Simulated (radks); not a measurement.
Species: the magnesium ion Mg4+. Configuration: [He] 2s2 2p4. Method: scalar-relativistic Kohn-Sham, BLYP, spin-polarised, spherical densities, finite nucleus; open shells are filled with parallel spins first; Fermi nuclear charge, rms radius 3.057 fm; computed with a radial shooting solver on a logarithmic mesh with Libxc functionals.

Local quantities along the radius. ELF = 1/(1 + alpha^2) is the electron localisation function; alpha = (tau - tau_W)/tau_unif compares the Pauli kinetic energy density with that of the uniform gas (summed over spins); r v_xc is r times the local exchange-correlation potential of spin up (hartree bohr); s = |grad rho|/(2 (3 pi^2)^(1/3) rho^(4/3)) is the reduced gradient. tau is taken from the large components.

| r (bohr) | ELF | alpha | r v_xc | s |
|---|---|---|---|---|
| 0.006853 | 1.000 | 0.006390 | -0.1069 | 0.4130 |
| 0.007604 | 1.000 | 0.006534 | -0.1137 | 0.4137 |
| 0.00837 | 1.000 | 0.006687 | -0.1206 | 0.4148 |
| 0.009287 | 1.000 | 0.006879 | -0.1288 | 0.4163 |
| 0.01022 | 1.000 | 0.007083 | -0.1369 | 0.4182 |
| 0.01134 | 1.000 | 0.007339 | -0.1466 | 0.4207 |
| 0.01249 | 1.000 | 0.007611 | -0.1562 | 0.4235 |
| 0.01385 | 1.000 | 0.007954 | -0.1675 | 0.4271 |
| 0.01525 | 1.000 | 0.008322 | -0.1788 | 0.4310 |
| 0.01692 | 1.000 | 0.008788 | -0.1920 | 0.4358 |
| 0.01863 | 1.000 | 0.009292 | -0.2050 | 0.4410 |
| 0.02067 | 1.000 | 0.009938 | -0.2201 | 0.4474 |
| 0.02275 | 1.000 | 0.01065 | -0.2349 | 0.4541 |
| 0.02525 | 1.000 | 0.01156 | -0.2520 | 0.4624 |
| 0.02779 | 1.000 | 0.01258 | -0.2686 | 0.4711 |
| 0.03083 | 1.000 | 0.01393 | -0.2875 | 0.4817 |
| 0.03394 | 1.000 | 0.01546 | -0.3057 | 0.4929 |
| 0.03766 | 1.000 | 0.01752 | -0.3261 | 0.5067 |
| 0.04146 | 1.000 | 0.01990 | -0.3454 | 0.5211 |
| 0.046 | 0.999 | 0.02320 | -0.3668 | 0.5390 |
| 0.05063 | 0.999 | 0.02714 | -0.3865 | 0.5577 |
| 0.05618 | 0.999 | 0.03275 | -0.4078 | 0.5808 |
| 0.06185 | 0.998 | 0.03967 | -0.4269 | 0.6052 |
| 0.06862 | 0.998 | 0.04990 | -0.4467 | 0.6353 |
| 0.07554 | 0.996 | 0.06303 | -0.4638 | 0.6670 |
| 0.08382 | 0.993 | 0.08324 | -0.4805 | 0.7061 |
| 0.09226 | 0.988 | 0.1103 | -0.4939 | 0.7468 |
| 0.1024 | 0.977 | 0.1538 | -0.5058 | 0.7960 |
| 0.1127 | 0.956 | 0.2142 | -0.5141 | 0.8455 |
| 0.125 | 0.910 | 0.3145 | -0.5203 | 0.9015 |
| 0.1376 | 0.828 | 0.4562 | -0.5236 | 0.9514 |
| 0.1527 | 0.679 | 0.6876 | -0.5250 | 0.9949 |
| 0.1681 | 0.503 | 0.9930 | -0.5251 | 1.013 |
| 0.1865 | 0.332 | 1.418 | -0.5248 | 0.9892 |
| 0.2053 | 0.230 | 1.827 | -0.5255 | 0.9130 |
| 0.2278 | 0.181 | 2.127 | -0.5312 | 0.7716 |
| 0.2508 | 0.180 | 2.132 | -0.5481 | 0.6133 |
| 0.2783 | 0.227 | 1.843 | -0.5855 | 0.4593 |
| 0.3063 | 0.321 | 1.454 | -0.6339 | 0.3658 |
| 0.3399 | 0.468 | 1.065 | -0.6905 | 0.3248 |
| 0.3741 | 0.610 | 0.8003 | -0.7388 | 0.3315 |
| 0.4151 | 0.728 | 0.6109 | -0.7830 | 0.3705 |
| 0.457 | 0.799 | 0.5023 | -0.8151 | 0.4249 |
| 0.5071 | 0.843 | 0.4319 | -0.8392 | 0.4979 |
| 0.5582 | 0.864 | 0.3961 | -0.8507 | 0.5771 |
| 0.6193 | 0.874 | 0.3800 | -0.8503 | 0.6778 |
| 0.6817 | 0.872 | 0.3825 | -0.8373 | 0.7889 |
| 0.7564 | 0.860 | 0.4036 | -0.8093 | 0.9363 |
| 0.8327 | 0.836 | 0.4427 | -0.7711 | 1.107 |
| 0.9239 | 0.791 | 0.5134 | -0.7178 | 1.346 |
| 1.017 | 0.725 | 0.6165 | -0.6606 | 1.636 |
| 1.128 | 0.614 | 0.7925 | -0.5947 | 2.059 |
| 1.242 | 0.474 | 1.052 | -0.5365 | 2.599 |
| 1.378 | 0.302 | 1.518 | -0.4860 | 3.424 |
| 1.517 | 0.164 | 2.258 | -0.4621 | 4.527 |
| 1.684 | 0.068 | 3.713 | -0.4719 | 6.317 |
| 1.853 | 0.025 | 6.283 | -0.5057 | 8.884 |
| 2.056 | 0.007 | 12.05 | -0.5021 | 13.43 |
| 2.263 | 0.002 | 23.91 | -0.3764 | 20.55 |

On this mesh the ELF has minima near r = 0.25 bohr, which separate the shells, and maxima near 0.62 (0.87).
